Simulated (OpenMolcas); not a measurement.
## Ions of charge +2 along the 3d row with 6 chloride ligands in octahedral coordination

```yaml
Program: OpenMolcas
Method: CASSCF
Spin-orbit_coupling: state interaction with AMFI integrals over the reference wave functions
```

The d shell is active. Anionic complexes are neutralised by point charges behind the ligands. Distances were set from a Shannon-type radius of the metal (high-spin where two are listed) plus a fixed donor radius (Cl 1.76 Å). Ligand basis ANO-RCC-VDZP, DKH2 Hamiltonian. States (labels of O, the rotations of Oh). Energies in cm-1 above the lowest state or level, χT in cm3 K/mol; under a threefold ground state the first gap can be a small split of the lowest multiplet, not the spin-orbit step; 10Dq and B are least-squares fits to the states below 45000 cm-1, weighted by degeneracy, with a free offset, and given where the rms deviation is under 5 % of |10Dq| (or 100 cm-1) and under 700 cm-1. Spin-only χT is S(S+1) / 2 for the spin of the ground state.

```
 Ion  Shell  R (Å)   Metal basis  Outer charge (e at Å behind ligand)  Ground state  First state of that spin  10Dq  B (rms of fit)  First gap with spin-orbit (degeneracies)  χT at 300 K  First state of another spin  Spin-only χT
Ti2+    3d2   2.62  ANO-RCC-VTZP                          0.67 at 2.6           3T1                  3T2 5061  5948        835 (83)                                5.2 (2, 3)        1.123                    1T2 11506         1.000
 V2+    3d3   2.55  ANO-RCC-VDZP                          0.67 at 2.6           4A2                  4T2 5714  5815        899 (79)                               5648 (4, 2)        1.836                     2E 15947         1.875
Cr2+    3d4   2.56  ANO-RCC-VTZP                          0.67 at 2.6            5E                  5T2 4716  4795        989 (66)                                6.9 (1, 3)        2.921                    3T1 16590         3.000
Mn2+    3d5   2.59  ANO-RCC-VDZP                          0.67 at 2.8           6A1                            3879       1084 (32)                              29109 (6, 2)        4.386                    4T1 29143         4.375
Fe2+    3d6   2.54  ANO-RCC-VDZP                          0.67 at 3.2           5T2                   5E 3960  3899       1132 (45)                              185.4 (3, 2)        4.222                    3T1 19400         3.000
Co2+    3d7    2.5  ANO-RCC-VTZP                          0.67 at 2.6           4T1                  4T2 2999  3634       1190 (60)                              333.8 (2, 4)        3.921                     2E 17437         1.875
Ni2+    3d8   2.45  ANO-RCC-VDZP                          0.67 at 2.8           3A2                  3T2 3690  3752       1254 (49)                               3406 (3, 2)        1.790                     1E 17412         1.000
Cu2+    3d9   2.49  ANO-RCC-VDZP                          0.67 at 2.6            2E                  2T2 2931  2931                                               2384 (4, 2)        0.820                                      0.375
```

The rows also differ in their metal basis and outer charges, so part of each step comes from that.

Among the 8 ions with a close fit, |10Dq| is smallest for Cu2+ (2931 cm-1) and largest for Ti2+ (5948 cm-1). The error differs from ion to ion, so this order need not be the real one.

B goes from 835 cm-1 (Ti2+) to 1254 cm-1 (Ni2+).

Every ion keeps the highest spin of its shell. χT departs most from the spin-only value for Co2+, by +2.046 cm3 K/mol.

Ligand-to-metal charge-transfer states are missing. An orbital triplet at a regular site is open to Jahn-Teller coupling, which can distort the site and quench the lowest spin-orbit gaps and is left out (holds for Ti2+; Fe2+; Co2+). Without dynamic correlation the repulsion within the d shell is too large (B by tens of per cent), so at a given field states of lower spin stand too high (holds for Ti2+; V2+; Cr2+; Mn2+; Fe2+; Co2+; Ni2+). With no ligand orbital active B as a rule stays too high, so bands that hang on it stand too high and its fall with covalency is understated (holds for Ti2+; V2+; Cr2+; Mn2+; Fe2+; Co2+; Ni2+). With metal d orbitals alone and no dynamic correlation the field as a rule comes out too small, by tens of per cent, by up to half for chloride and softer ligands (holds for Ti2+; V2+; Cr2+; Mn2+). An orbital doublet at a regular site is open to a Jahn-Teller distortion, which this geometry leaves out (holds for Cr2+; Cu2+). With metal d orbitals alone and no dynamic correlation the field as a rule comes out too small, by tens of per cent, by up to half for chloride and softer ligands, and with too little covalency χT stands high (holds for Fe2+; Co2+). With metal d orbitals alone and no dynamic correlation the field as a rule comes out too small, by tens of per cent, by up to half for chloride and softer ligands, and the orbital part of g and χT, which goes as 1/10Dq, too large (holds for Ni2+; Cu2+). A group larger than the point group allows holds several states that coincide in this model. No measured value stands beside these numbers; the geometry is a model, was not optimised and need not be the one that this ion takes.
